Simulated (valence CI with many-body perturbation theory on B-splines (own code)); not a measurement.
# E1 line list for Sn XXXVIII

Calculated by relativistic CI+MBPT: three valence electrons over a frozen Dirac-Fock core [Ne], radial functions for each j: 11 s, 11 p, 9 d, 7 f, 5 g, 2 h, 1 i, with the one-electron correlation potential Σ1 (screened to all orders), the two-electron term Σ2, the three-electron term Σ3, Breit, model QED; selected single and double excitations, second order for the rest (own B-spline code, finite nucleus).

The last digits are not significant, and no measured levels were compared; by estimate large intervals hold to a few tenths of a per cent, small ones and those within an open d or f shell to about a per cent.

Lines 101 to 150 of 265 in falling wavelength, among levels below 36.722 Ry, chosen from the strongest by gf and those to the six lowest levels. Wavelengths and rates use the calculated energies. Electric multipoles are in the length gauge, E1 and E2 with the static RPA response of the core. Weak lines are less certain than strong ones. Lines between different terms over intervals too small for the method are left out, as are lines whose strength nearly cancels. The highest levels of a list are the least certain.

Levels are named by their leading jj configuration (3d3/2^4 stands for four electrons in 3d with j = 3/2), which in mixed levels can hold well under half, so a name can repeat and another be missing. Letters in brackets count levels of one name in rising energy.

| λ vac (Å) | Upper | Lower | A (s⁻¹) | S (a.u.) |
| --- | --- | --- | --- | --- |
| 80.68 | (3p3/2^2 3d5/2) J=7/2 | (3s 3p3/2 3d5/2) J=9/2 | 2.27e+10 | 4.72e-02 |
| 80.63 | (3p3/2^2 3d3/2) J=1/2 | (3s 3p3/2 3d3/2) J=3/2 [a] | 3.79e+10 | 1.96e-02 |
| 80.61 | (3s 3p3/2 3d3/2) J=3/2 [b] | (3s^2 3d3/2) J=3/2 | 8.08e+10 | 8.36e-02 |
| 80.60 | (3p1/2 3p3/2 3d5/2) J=3/2 [a] | (3p1/2 3p3/2^2) J=3/2 [a] | 5.28e+10 | 5.46e-02 |
| 80.56 | (3s 3p3/2 3d5/2) J=5/2 [a] | (3s 3p3/2^2) J=5/2 | 1.18e+11 | 1.82e-01 |
| 80.50 | (3s 3p3/2 3d5/2) J=3/2 [b] | (3s 3p3/2^2) J=1/2 | 8.66e+10 | 8.91e-02 |
| 80.19 | (3p1/2 3p3/2^2) J=5/2 | (3s 3p1/2 3p3/2) J=3/2 [b] | 1.04e+11 | 1.59e-01 |
| 79.68 | (3p1/2 3p3/2 3d5/2) J=5/2 [a] | (3s 3p1/2 3d3/2) J=3/2 [b] | 3.56e+10 | 5.33e-02 |
| 79.63 | (3p1/2 3p3/2 3d3/2) J=3/2 [a] | (3s 3p1/2 3d3/2) J=5/2 | 3.61e+10 | 3.60e-02 |
| 79.54 | (3s 3d3/2 3d5/2) J=3/2 [b] | (3s 3p3/2 3d3/2) J=1/2 [a] | 2.40e+10 | 2.38e-02 |
| 79.34 | (3s 3p1/2 3p3/2) J=3/2 [b] | (3s^2 3p1/2) J=1/2 | 5.56e+10 | 5.48e-02 |
| 79.24 | (3s 3d3/2 3d5/2) J=3/2 [b] | (3s 3p3/2 3d3/2) J=3/2 [a] | 6.65e+10 | 6.54e-02 |
| 79.15 | (3p1/2 3p3/2 3d3/2) J=5/2 | (3s 3p1/2 3d3/2) J=3/2 [a] | 2.71e+10 | 3.97e-02 |
| 78.74 | (3p1/2 3p3/2 3d3/2) J=3/2 [b] | (3s 3p1/2 3d5/2) J=5/2 [a] | 1.98e+10 | 1.91e-02 |
| 78.69 | (3p1/2 3p3/2 3d3/2) J=7/2 | (3s 3p1/2 3d3/2) J=5/2 | 6.63e+10 | 1.28e-01 |
| 78.66 | (3p1/2 3p3/2 3d5/2) J=5/2 [a] | (3s 3p1/2 3d5/2) J=5/2 [a] | 2.73e+10 | 3.94e-02 |
| 78.61 | (3s 3d3/2 3d5/2) J=5/2 [b] | (3s 3p3/2 3d3/2) J=7/2 | 4.33e+10 | 6.22e-02 |
| 78.32 | (3s^2 3d5/2) J=5/2 | (3s^2 3p3/2) J=3/2 | 1.60e+11 | 2.27e-01 |
| 78.31 | (3p1/2 3p3/2^2) J=3/2 [a] | (3s 3p1/2 3p3/2) J=3/2 [a] | 6.61e+10 | 6.27e-02 |
| 77.91 | (3s 3d3/2 3d5/2) J=5/2 [b] | (3s 3p3/2 3d3/2) J=5/2 [a] | 9.38e+10 | 1.31e-01 |
| 77.89 | (3p1/2 3p3/2^2) J=1/2 | (3s 3p1/2 3p3/2) J=3/2 [b] | 1.30e+11 | 6.07e-02 |
| 77.75 | (3p1/2^2 3p3/2) J=3/2 | (3s 3p1/2^2) J=1/2 | 3.38e+10 | 3.14e-02 |
| 77.72 | (3p1/2 3p3/2 3d5/2) J=3/2 [a] | (3s 3p1/2 3d3/2) J=3/2 [b] | 2.79e+10 | 2.59e-02 |
| 77.53 | (3s 3d5/2^2) J=9/2 | (3s 3p3/2 3d5/2) J=9/2 | 1.19e+11 | 2.74e-01 |
| 77.16 | (3p1/2 3p3/2 3d3/2) J=1/2 [b] | (3s 3p1/2 3d3/2) J=1/2 | 5.08e+10 | 2.30e-02 |
| 77.12 | (3s 3p1/2 3d5/2) J=5/2 [b] | (3s 3p1/2 3p3/2) J=3/2 [a] | 2.56e+10 | 3.47e-02 |
| 77.11 | (3s 3p3/2 3d5/2) J=3/2 [b] | (3s^2 3d5/2) J=5/2 | 1.50e+11 | 1.36e-01 |
| 76.95 | (3p1/2 3p3/2 3d5/2) J=5/2 [b] | (3s 3p1/2 3d3/2) J=3/2 [b] | 1.83e+10 | 2.47e-02 |
| 76.75 | (3p1/2 3p3/2 3d5/2) J=3/2 [a] | (3s 3p1/2 3d5/2) J=5/2 [a] | 2.72e+10 | 2.43e-02 |
| 76.69 | (3p1/2 3p3/2 3d3/2) J=3/2 [a] | (3s 3p1/2 3d3/2) J=3/2 [a] | 6.21e+10 | 5.53e-02 |
| 76.56 | (3p1/2 3p3/2^2) J=3/2 [b] | (3s 3p1/2 3p3/2) J=3/2 [b] | 7.72e+10 | 6.84e-02 |
| 76.39 | (3p3/2^3) J=3/2 | (3s 3p3/2^2) J=3/2 | 3.37e+11 | 2.97e-01 |
| 76.37 | (3s 3p3/2 3d5/2) J=5/2 [b] | (3s^2 3d5/2) J=5/2 | 1.41e+11 | 1.87e-01 |
| 75.89 | (3s 3p3/2 3d5/2) J=7/2 [a] | (3s 3p3/2^2) J=5/2 | 8.70e+10 | 1.50e-01 |
| 75.85 | (3p1/2 3p3/2 3d3/2) J=1/2 [a] | (3s 3p1/2 3d3/2) J=3/2 [a] | 1.30e+11 | 5.59e-02 |
| 75.76 | (3s 3p3/2 3d3/2) J=5/2 [b] | (3s^2 3d3/2) J=3/2 | 2.63e+11 | 3.39e-01 |
| 75.64 | (3s 3d3/2 3d5/2) J=7/2 [b] | (3s 3p3/2 3d5/2) J=9/2 | 1.31e+10 | 2.24e-02 |
| 75.50 | (3p1/2 3p3/2 3d5/2) J=7/2 [b] | (3s 3p1/2 3d5/2) J=7/2 | 2.25e+10 | 3.83e-02 |
| 75.29 | (3s 3p1/2 3p3/2) J=1/2 | (3s^2 3p1/2) J=1/2 | 2.21e+11 | 9.31e-02 |
| 75.13 | (3s 3p3/2 3d3/2) J=1/2 [b] | (3s^2 3d3/2) J=3/2 | 2.01e+11 | 8.41e-02 |
| 75.10 | (3s 3p3/2^2) J=1/2 | (3s^2 3p3/2) J=3/2 | 1.58e+11 | 6.59e-02 |
| 74.16 | (3p3/2^3) J=3/2 | (3s 3p3/2^2) J=1/2 | 7.79e+10 | 6.27e-02 |
| 73.49 | (3p1/2 3p3/2^2) J=5/2 | (3s 3p1/2 3p3/2) J=5/2 | 1.46e+10 | 1.71e-02 |
| 73.25 | (3p1/2 3p3/2 3d5/2) J=3/2 [b] | (3s 3p1/2 3d5/2) J=5/2 [b] | 2.21e+10 | 1.71e-02 |
| 72.95 | (3s 3p3/2^2) J=3/2 | (3s^2 3p3/2) J=3/2 | 3.14e+11 | 2.41e-01 |
| 72.09 | (3p1/2 3p3/2 3d5/2) J=5/2 [a] | (3s 3p1/2 3d3/2) J=5/2 | 2.33e+10 | 2.59e-02 |
| 71.64 | (3s 3p1/2 3d3/2) J=3/2 [a] | (3s 3p1/2^2) J=1/2 | 1.03e+10 | 7.50e-03 |
| 71.31 | (3s 3p3/2 3d3/2) J=3/2 [a] | (3s 3p1/2 3p3/2) J=3/2 [b] | 1.52e+08 | 1.09e-04 |
| 71.30 | (3s 3p3/2 3d3/2) J=5/2 [a] | (3s 3p1/2 3p3/2) J=3/2 [b] | 5.12e+09 | 5.50e-03 |
| 71.27 | (3p3/2^3) J=3/2 | (3s^2 3d5/2) J=5/2 | 2.62e+10 | 1.87e-02 |
